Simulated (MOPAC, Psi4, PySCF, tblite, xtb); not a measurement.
Dimer CH4 ··· C2H2 (SMILES C and C#C) at R = 3.90 Å between the centres of mass, closest contact 2.76 Å (lowest of the rigid-body minima from ten starts at GFN2-xTB). Geometry in Å and degrees:

```
C
H 1 1.0891
H 1 1.0891 2 109.47
H 1 1.0891 2 109.47 3 120.00
H 1 1.0891 2 109.47 3 -120.00
C 3 2.7624 1 152.67 2 -59.09
C 6 1.1968 3 91.21 1 -178.57
H 7 1.0626 3 114.37 4 1.44
H 6 1.0626 3 88.86 1 1.48
```

- GFN2-xTB (tblite)
- SAPT0/jun-cc-pVDZ, frozen core (Psi4)
- PBE0/def2-TZVP, counterpoise-corrected (Psi4)
- PBE0-D3(BJ)/def2-TZVP, counterpoise-corrected (Psi4)
- PBE/def2-TZVP, counterpoise-corrected (Psi4)
- PBE-D3(BJ)/def2-TZVP, counterpoise-corrected (Psi4)
- HF/aug-cc-pVDZ, counterpoise-corrected (Psi4)
- MP2/aug-cc-pVDZ = DF-MP2/aug-cc-pVDZ, frozen core, counterpoise-corrected run with Psi4 1.11
- SCS-MP2/aug-cc-pVDZ = DF-SCS-MP2/aug-cc-pVDZ, frozen core, counterpoise-corrected in Psi4 1.11
- PM6, restricted, heats of formation (MOPAC)
- PM3, restricted, heats of formation (MOPAC)
- GFN1-xTB (xtb)
- RKS-B3LYP/6-31G* = PySCF with restricted B3LYP/6-31G*, spherical d, no counterpoise correction
- RKS-LDA (SVWN5)/6-31G* = restricted LDA (SVWN5)/6-31G*, spherical d, no counterpoise correction in PySCF
- RHF/LANL2DZ = restricted Hartree-Fock/LANL2DZ, no counterpoise correction run with PySCF 2.14.0
- RKS-B3LYP/LANL2DZ = restricted B3LYP/LANL2DZ, no counterpoise correction run with PySCF 2.14.0

Question: What interaction energy does each level give?

Answer: 
```
method                  E_int / kJ/mol
----------------------  --------------
RKS-LDA (SVWN5)/6-31G*           -7.18
GFN2-xTB                         -2.99
PBE-D3(BJ)/def2-TZVP             -2.79
PBE0-D3(BJ)/def2-TZVP            -2.44
GFN1-xTB                         -2.34
PM3                              -1.51
RKS-B3LYP/6-31G*                 -1.03
PM6                              -1.02
MP2/aug-cc-pVDZ                  -0.97
PBE/def2-TZVP                    -0.32
PBE0/def2-TZVP                   -0.05
SAPT0/jun-cc-pVDZ                 0.08
SCS-MP2/aug-cc-pVDZ               0.13
RKS-B3LYP/LANL2DZ                 0.84
RHF/LANL2DZ                       3.37
HF/aug-cc-pVDZ                    3.63
```
